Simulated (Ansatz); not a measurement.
C11H14OTi can be A, `[CH3][Ti]12345678([OH])([C@H]9[C@@H]1[C@@H]2[C@@H]3[C@H]94)[C@H]1[C@@H]5[C@@H]6[C@@H]7[C@H]18`, or B, `C[O][TiH]12345678([C@H]9[C@@H]1[C@@H]2[C@@H]3[C@H]94)[C@H]1[C@@H]5[C@@H]6[C@@H]7[C@H]18`.

Isolated molecules relaxed with PBE0-D4/def2-TZVP in Ansatz; ΔE leaves out vibrations. CBS: MP2 limit from def2 TZ/QZ plus the TZ coupled-cluster correction, frozen cores. DFT in def2-TZVPP. B3LYP here is the variant with VWN-RPA as its local correlation; programs differ in this. For Ti outer-core shells are correlated without core-valence functions, which leaves a few kJ/mol of doubt a bond. Scalar relativity is left out up to krypton. Each species was taken in one conformer, which may not be the lowest.

Which isomer does CCSD(T)/CBS put lower? Give the gap. (Best estimate.)

Computed: A, by 11.4 kcal/mol.

Give E(B) − E(A) in kcal/mol with PBE0-D4, CCSD(T)/def2-TZVPP, r2SCAN-D4, MP2/def2-TZVPP, ωB97M-V, B2PLYP, B3LYP. (Estimate.)

Computed: PBE0-D4 9.7, CCSD(T)/def2-TZVPP 11.5, r2SCAN-D4 11.5, MP2/def2-TZVPP 13.1, ωB97M-V 10.8, B2PLYP 10.4, B3LYP 8.4. None reverses the order clearly.

Largest T1 diagnostic: 0.018.

From r2SCAN to r2SCAN0 (25 % exact exchange), in def2-TZVPP and without D4, E(B) − E(A) moves by −0.9 kcal/mol. In def2-TZVPP, CCSD(T) changes the Hartree–Fock value by +4.9 kcal/mol (the triples alone add +1.5 kcal/mol) and MP2 by +6.4 kcal/mol.
